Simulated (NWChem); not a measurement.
Species: Si2H6O; SMILES [SiH2]([SiH3])O

```xyz
9

Si    -0.5636     0.6991     0.0030
O      0.7180     1.7721    -0.0610
Si     0.1806    -1.5333    -0.0132
H     -1.4117     0.9125     1.2220
H     -1.3916     0.9790    -1.2037
H      1.3734     1.6996     0.6387
H      1.0849    -1.7823     1.1550
H      0.9440    -1.8338    -1.2638
H     -0.9798    -2.4740     0.0829
```
Atoms are numbered in this order, from 1.

Computed with NWChem. Pople sets run with spherical d functions. Structure relaxed at the PBE0/def2-SVP level. Vertical excitations in the gas phase; the lowest state need not have the same character in each row.

For level LRC-wPBEh/6-31+G*, full TDDFT:

lowest excitation, singlet (eV): 6.11
lowest state with f > 0.02, singlet (eV): 7.54
orbital gap (eV): 10.61

Problem. Estimate the same quantities for level B3LYP/6-31+G*, full TDDFT.

Solution. 
| Quantity | Value |
|---|---|
| lowest excitation, singlet (eV) | 5.84 |
| lowest state with f > 0.02, singlet (eV) | 7.17 |
| orbital gap (eV) | 6.87 |
